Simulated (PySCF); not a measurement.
A GIAO shielding run with PySCF 2.14 (density fitting, non-relativistic, gas phase) on `[SiH3]O[C@@H]1C[C@@]12C[C@H]2S[SiH3]`, C5H12OSSi2:

```
$ OMP_NUM_THREADS=1 python probes_run.py task.json out

{"job": {"kind": "nmr", "xc": "PBE0", "basis": "pcSseg-1"}, "charge": 0, "multiplicity": 1}
Si    -1.732098     2.046846    -0.696672
O     -1.218143     1.005367     0.439301
C     -1.394127    -0.359197     0.514219
C     -0.840650    -1.079794     1.722858
C     -0.234693    -1.270134     0.378642
C      0.173241    -2.398496    -0.491672
C      1.126382    -1.266057    -0.193446
S      1.562168    -0.136568    -1.531595
Si     2.389577     1.469462    -0.378686
H     -1.108684     1.803649    -1.997035
H     -1.309371     3.284979    -0.060472
H     -3.186485     1.942313    -0.850288
H     -2.346217    -0.699685     0.115220
H     -0.292994    -0.485069     2.439457
H     -1.420961    -1.881279     2.156346
H      0.371258    -3.364165    -0.047539
H     -0.240944    -2.446040    -1.488319
H      1.967105    -1.460962     0.460929
H      2.891233     2.376586    -1.395475
H      3.465596     0.887899     0.422991
H      1.369887     2.047287     0.480764
```

Hardware: 1 thread of an Arm Neoverse N1, shared host. The job also computes population analyses, field gradients, ring-centre shieldings.

(1) How large is the calculation?

(2) How long does it take, and how much memory does it need?

Answers

(1) 94 electrons, 234 basis functions and 1283 auxiliary functions.

(2) 100 s of wall time, with 14 SCF cycles and 5 response iterations; peak memory 1.1 GiB. Times on a shared host scatter by some tens of per cent.
